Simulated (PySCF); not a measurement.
Numbering as in the mapped SMILES `[SiH3:1]/[CH:2]=[CH:3]\[SiH2:4][PH2:5]`. Each H is labelled by its parent atom.

Geometry: PBE0-D3(BJ)/def2-SVP; GIAO shifts from PySCF, gas phase, non-relativistic, averaged over equivalent atoms.

At OPBE/pcSseg-1 (151 basis functions, 19 s wall time on 1 thread of an Arm Neoverse V2, shared host):
| atoms | δ (ppm) |
| --- | --- |
| Si4 | -54.2 |
| Si1 | -79.0 |
| C3 | 151.2 |
| C2 | 142.1 |
| P5 | -265.5 |
| H(C3) | 7.33 |
| H(C2) | 7.08 |
| H(Si4) | 4.55 |
| H(Si1) | 4.21 |
| H(P5) | 1.80 |

Shifts are taken against calculated references (same method and geometry level): TMS for 29Si (σ = 360.29 ppm), 13C (σ = 185.13 ppm), 1H (σ = 31.23 ppm); 31P (σ = 323.91 ppm) against H3PO4.

Problem. Estimate the result of repeating the calculation with HF/pcSseg-1.

Solution. 
| atoms | δ at HF/pcSseg-1 | change |
| --- | --- | --- |
| Si4 | -47.7 | +6.5 |
| Si1 | -71.3 | +7.7 |
| C3 | 159.3 | +8.1 |
| C2 | 152.5 | +10.4 |
| P5 | -247.1 | +18.4 |
| H(C3) | 7.02 | -0.31 |
| H(C2) | 6.87 | -0.21 |
| H(Si4) | 4.19 | -0.36 |
| H(Si1) | 3.95 | -0.26 |
| H(P5) | 1.58 | -0.22 |

Shifts are taken against calculated references (same method and geometry level): 29Si (393.43 ppm), 13C (190.85 ppm), 1H (31.69 ppm) against TMS; 31P (356.22 ppm) against H3PO4.

The largest change is at P5 (phosphorus bonded to Si, 2 H). Cost: 151 basis functions, 5.6 s wall time on 1 thread of an Arm Neoverse V2, shared host.

Experimental scales use liquid or dissolved standards, which lie at an offset from isolated H3PO4.
